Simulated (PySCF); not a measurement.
## SrF: energy against distance

Set-up: PySCF, spin-free X2C with a Gaussian nucleus, basis sets Sr x2c-TZVPall, F x2c-TZVPall. Energies in eV from Sr + F in their ground configurations at the same level. State: ²Σ⁺ (doublet), unpaired electrons σ ↑.

| R (Å) | PBE0 |
| --- | --- |
| 1.774 | -4.521 |
| 1.857 | -5.065 |
| 1.939 | -5.363 |
| 2.001 | -5.468 |
| 2.063 | -5.498 |
| 2.125 | -5.469 |
| 2.207 | -5.366 |
| 2.311 | -5.167 |
| 2.434 | -4.870 |
| 2.599 | -4.437 |

Question: Put a parabola through the three lowest points of the PBE0 curve and estimate Re, k and ωe (reduced mass 15.62 u; 1 eV/Å² = 0.16022 mdyn/Å; ωe = 1302.8·√(k/μ) cm⁻¹).

Answer: Through R = 2.001, 2.063, 2.125 Å the second-order coefficient is 7.67 eV/Å², so Re ≈ 2.064 Å, k ≈ 2.46 mdyn/Å and ωe ≈ 517 cm⁻¹. A polynomial fit of higher order to the unrounded PBE0 energies gives Re = 2.061 Å, k = 2.43 mdyn/Å, ωe = 513 cm⁻¹; anharmonicity and rounding make the difference.

The higher-order fit for each curve: PBE0: Re = 2.061 Å, ωe = 513 cm⁻¹, De = 5.50 eV.

Spin–orbit coupling is left out. The state was picked by a PBE0 search and need not be the measured ground state.
